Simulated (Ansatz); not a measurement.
Born–Oppenheimer molecular dynamics of ClFH$_{6}$OSi (10 atoms, charge 0, multiplicity 1). It starts at the highest image of a converged band. Of that band: The profile has 2 maxima (images 3, 6) with wells between them (image 5): this band takes more than one step, which may be the mechanism or a detour left from its start path. Neighbouring images differ by up to 1.6 eV, so the band resolves the path poorly. A vibrational analysis at the climbing image gives one clearly imaginary mode, 999i cm⁻¹: a first-order saddle point.

Method: UKS BLYP/def2-SVP (Ansatz).

| Property | Result |
| --- | --- |
| ensemble | NVE (velocity Verlet) |
| time step | 0.5 fs |
| steps asked | 200 |
| starting velocities drawn for | 300 K |
| seed | 2378 |

First frame:

```xyz
10
Properties=species:S:1:pos:R:3
Si -0.710 0.679 0.093
H 0.112 -0.276 1.270
H -1.019 1.596 -1.070
H -1.896 -0.231 0.176
Cl -0.594 2.192 1.582
H 1.057 -1.011 -0.539
O 0.681 -0.027 -0.938
H 0.572 -1.120 0.991
F 1.167 -1.913 0.341
H 0.630 0.113 -1.905
```

Problem. How far do the bonds stretch over the last three quarters of this one trajectory? (Pairs bonded in most of those frames.)

Solution. 
```json
{"bond": "Si1–H3", "mean (Å)": "1.498", "spread (Å)": "0.022", "shortest": "1.46", "longest": "1.54"}
{"bond": "Si1–H4", "mean (Å)": "1.492", "spread (Å)": "0.014", "shortest": "1.47", "longest": "1.52"}
{"bond": "Si1–Cl5", "mean (Å)": "2.119", "spread (Å)": "0.072", "shortest": "2.01", "longest": "2.22"}
{"bond": "Si1–O7", "mean (Å)": "1.701", "spread (Å)": "0.074", "shortest": "1.59", "longest": "1.82"}
{"bond": "H2–H8", "mean (Å)": "0.776", "spread (Å)": "0.048", "shortest": "0.70", "longest": "0.84"}
{"bond": "H6–F9", "mean (Å)": "0.948", "spread (Å)": "0.025", "shortest": "0.91", "longest": "1.00"}
{"bond": "O7–H10", "mean (Å)": "0.982", "spread (Å)": "0.009", "shortest": "0.96", "longest": "1.00"}
```

Mean temperature of the second half: 1142 K. The conserved energy stayed within 0.23 meV per atom of its start (net change -0.02 meV per atom), so the integration is sound. The system heated up, since it started high on the potential surface and ran downhill. A run of 0.1 ps of so small a system gives no equilibrium averages. The orbitals stay closed-shell, which can raise the energy where a bond breaks towards radicals; this wasn't checked here.

Run time: 8.2 min on 2 threads of Arm Neoverse V1 (shared host), peak memory 0.16 GiB.
